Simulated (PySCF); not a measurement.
Molecule: C$_{4}$H$_{7}$O, net charge 0, doublet state. It need not be the lowest isomer of its formula. SMILES: [CH2]CCC=O
Coordinates optimised at B3LYP-D3(BJ)/def2-TZVP (Ansatz):
```xyz
12

C     -2.3364    -0.1494     0.0236
C     -0.9442     0.3247    -0.1708
C      0.1041    -0.6966     0.2571
C      1.5272    -0.2326     0.1176
O      1.8642     0.8525    -0.2800
H     -3.1554     0.3091    -0.5124
H     -2.5796    -0.8600     0.8027
H     -0.7690     1.2547     0.3914
H     -0.7762     0.6051    -1.2147
H     -0.0356    -0.9936     1.3048
H      0.0076    -1.6291    -0.3130
H      2.2908    -0.9828     0.4164
```
Charge 0, spin multiplicity 2.

Dispersion corrections to the total energy (kcal/mol) from the dftd3 and dftd4 libraries through PySCF: D3(BJ) without and D4 with the three-body term, each with the damping fitted for the functional named.

| functional | D3(BJ) | D4 |
|---|---|---|
| HSE06 | -3.12 | ___ |
| r2SCAN | -1.43 | -1.19 |
| B2GP-PLYP | -2.70 | -1.92 |
| revPBE | -13.55 | ___ |
| BP86 | -7.65 | ___ |
| B3LYP | -8.66 | -7.38 |
| PBE | -5.19 | -4.64 |

### Question
What belongs in the gaps?

### Answer

- HSE06, D4: -3.56
- revPBE, D4: -16.46
- BP86, D4: -5.99
